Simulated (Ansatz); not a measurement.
Basis sets compared for In(NH2Me)H3 (CH₈InN). The state is a singlet with charge 0. Geometry PBE0-D4/def2-SVP. Ansatz on 4 threads of Intel Xeon on a shared host; times are rough, and most runs start from earlier orbitals.

Cartesian coordinates in Å:
```
In 0.312 1.521 0.987
N 0.378 -0.211 -0.654
C -0.592 -1.280 -0.426
H 1.329 -0.579 -0.668
H 0.230 0.227 -1.563
H -0.553 -2.074 -1.190
H -0.410 -1.729 0.560
H -1.604 -0.852 -0.412
H 0.663 0.495 2.354
H -1.345 1.986 0.699
H 1.592 2.497 0.313
```

In the def2 sets In takes a core potential, while STO-3G treats all electrons; there is no spin–orbit coupling.

STO-3G and 6-31G are all-electron sets without relativity, so their totals don't compare with the def2 sets.

Binding counts from free atoms (In doublet, N quartet, C triplet, H doublet) in the same basis, without a counterpoise term.

```
           level  functions  energy (Eh)  HOMO (eV)  LUMO (eV)  binding per atom (eV)  wall time
       HF/STO-3G         45   -5778.6654      -7.35       9.87                   3.06      1.1 s
 PBE-D4/def2-SVP         94    -287.5640      -6.01      -0.75                   3.08      2.3 s
PBE0-D4/def2-SVP         94    -287.5854      -7.20       0.01                   3.05      3.3 s
```

(1) Estimate the rows for HF/def2-TZVP, PBE-D4/def2-TZVP, PBE0-D4/def2-TZVP (with forces).

## Answers

(1) 
```csv
level,functions,energy (Eh),HOMO (eV),LUMO (eV),binding per atom (eV),wall time
HF/def2-TZVP,160,-286.1946,-10.15,1.82,2.20,3.2 s
PBE-D4/def2-TZVP,160,-287.6840,-6.10,-1.09,3.07,4.2 s
PBE0-D4/def2-TZVP (with forces),160,-287.7008,-7.27,-0.35,3.04,8 s
```
